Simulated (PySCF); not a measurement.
Cl₂Sn, triplet, geometry from GFN2-xTB (such geometries of metal compounds can be far from the true shape) (the spin is typed, not shown lowest) (core potentials on Sn); PySCF with PBE0/def2-SVP.

Here is a job for PySCF.
```python
from pyscf import gto, scf, dft

mol = gto.M(
    atom='''
Sn    0.00993257   -0.00944619    0.58952790
Cl    1.24741626    1.57493270   -0.86320274
Cl   -1.27662969   -1.54714980   -0.87070284
''',
    basis='def2-svp',
    ecp={'Sn': 'def2-svp'},
    spin=2,
    verbose=4,
)

mf = dft.UKS(mol)
mf.xc = 'pbe0'
mf.kernel()
```

The log (banner, timings and long lists left out):

```
PySCF version 2.14.0

[INPUT] verbose = 4
[INPUT] num. atoms = 3
[INPUT] num. electrons = 56
[INPUT] charge = 0
[INPUT] spin (= nelec alpha-beta = 2S) = 2
[INPUT] symmetry False subgroup None
[INPUT] Mole.unit = angstrom
[INPUT] Symbol           X                Y                Z      unit          X                Y                Z       unit  Magmom
[INPUT]  1 Sn     0.009932570000  -0.009446190000   0.589527900000 AA    0.018769837013  -0.017850712021   1.114046273790 Bohr   0.0
[INPUT]  2 Cl     1.247416260000   1.574932700000  -0.863202740000 AA    2.357275094729   2.976191467622  -1.631216768574 Bohr   0.0
[INPUT]  3 Cl    -1.276629690000  -1.547149800000  -0.870702840000 AA   -2.412480476588  -2.923689395676  -1.645389903481 Bohr   0.0

nuclear repulsion = 197.67782032331
number of shells = 26
number of NR pGTOs = 133
number of NR cGTOs = 62
basis = def2-svp
ecp = {'Sn': 'def2-svp'}

******** <class 'pyscf.dft.uks.UKS'> ********
method = UKS
initial guess = minao
damping factor = 0
level_shift factor = 0
DIIS = <class 'pyscf.scf.diis.CDIIS'>
diis_start_cycle = 1
diis_space = 8
diis_damp = 0
SCF conv_tol = 1e-09
SCF conv_tol_grad = None
SCF max_cycles = 50
direct_scf = True
direct_scf_tol = 1e-13
number electrons alpha = 29  beta = 27
XC library pyscf.dft.libxc version 7.1.2
    S. Lehtola, C. Steigemann, M. J. T. Oliveira, and M. A. L. Marques,  SoftwareX 7, 1–5 (2018)
XC functionals = pbe0
    C. Adamo and V. Barone,  J. Chem. Phys. 110, 6158 (1999)
    M. Ernzerhof and G. E. Scuseria,  J. Chem. Phys. 110, 5029 (1999)
radial grids:
    Treutler-Ahlrichs [JCP 102, 346 (1995); DOI:10.1063/1.469408] (M4) radial grids

becke partition: Becke, JCP 88, 2547 (1988); DOI:10.1063/1.454033
pruning grids: <function nwchem_prune>
grids dens level: 3
symmetrized grids: False
atomic radii adjust function: <function treutler_atomic_radii_adjust>
small_rho_cutoff = 0
Set gradient conv threshold to 3.16228e-05
tot grids = 59720
init E= -1111.51498528247

cycle= 1 E= -1131.69554852682  delta_E= -20.2  |g|= 2.03  |ddm|= 5.11

cycle= 2 E= -1129.91090136422  delta_E= 1.78  |g|= 3.08  |ddm|= 6.18

cycle= 3 E= -1133.9247959869  delta_E= -4.01  |g|= 0.458  |ddm|= 4.31

cycle= 4 E= -1134.0667579047  delta_E= -0.142  |g|= 0.265  |ddm|= 1.21

cycle= 5 E= -1134.1162659901  delta_E= -0.0495  |g|= 0.0253  |ddm|= 0.36

cycle= 6 E= -1134.11678811667  delta_E= -0.000522  |g|= 0.00898  |ddm|= 0.0542

cycle= 7 E= -1134.11686814835  delta_E= -8e-05  |g|= 0.00319  |ddm|= 0.0179

cycle= 8 E= -1134.11688041304  delta_E= -1.23e-05  |g|= 0.000764  |ddm|= 0.00715

cycle= 9 E= -1134.11688255936  delta_E= -2.15e-06  |g|= 0.000375  |ddm|= 0.00483

cycle= 10 E= -1134.11688283977  delta_E= -2.8e-07  |g|= 0.000149  |ddm|= 0.00148

cycle= 11 E= -1134.1168828988  delta_E= -5.9e-08  |g|= 2.97e-05  |ddm|= 0.000843

cycle= 12 E= -1134.11688290362  delta_E= -4.82e-09  |g|= 1.25e-05  |ddm|= 0.000256

cycle= 13 E= -1134.11688290401  delta_E= -3.82e-10  |g|= 9.55e-06  |ddm|= 6.64e-05

Extra cycle  E= -1134.11688290396  delta_E= 4.32e-11  |g|= 1.42e-05  |ddm|= 3.78e-05
converged SCF energy = -1134.11688290396  <S^2> = 2.0068514  2S+1 = 3.0045641
```
